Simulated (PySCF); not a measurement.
Na2, charge +1, doublet, geometry from GFN2-xTB (such geometries of metal compounds can be far from the true shape) (a state made from the parent by changing its charge; the spin is typed, not shown lowest). Base run: PBE/def2-SV(P) (PySCF).

PySCF was given this input:
```python
from pyscf import gto, scf, dft

mol = gto.Mole()
mol.atom = '''
    Na   -0.000000   -0.000000   -1.650642
    Na    0.000000    0.000000    1.650642
'''
mol.basis = 'def2-sv(p)'
mol.charge = 1
mol.spin = 1
mol.verbose = 5
mol.build()

mf = dft.UKS(mol)
mf.xc = 'pbe'
mf.kernel()
mo_i, mo_e, stable_i, stable_e = mf.stability(internal=True, external=False, return_status=True, nroots=6, tol=1e-6)
print('internally stable:', stable_i, ' externally stable:', stable_e)
if not stable_i:
    umf = mf.copy()
    umf.scf_summary = {}
    umf.kernel(umf.make_rdm1(mo_i, mf.mo_occ))
```

The bond that is stretched is that between atoms 1 and 2. A test that says stable can miss a lower solution.

The base run was repeated with changes; each row names its change, and settings that it needs were set with it.

```csv
change,ΔE vs base (mEh),<S^2>,stability test says
base,0.000,0.750,internally stable (external not tested)
bond × 1.25,-0.670,0.750,internally stable (external not tested)
bond × 1.5,4.111,0.750,internally stable (external not tested)
bond × 1.8,8.891,0.750,internally stable (external not tested)
bond × 2.2,10.693,0.750,internally stable (external not tested)
bond × 3.0,8.187,0.750,internally stable (external not tested)
```

On stretching, the SCF can end on different states; <S^2> shows the spin contamination of each.
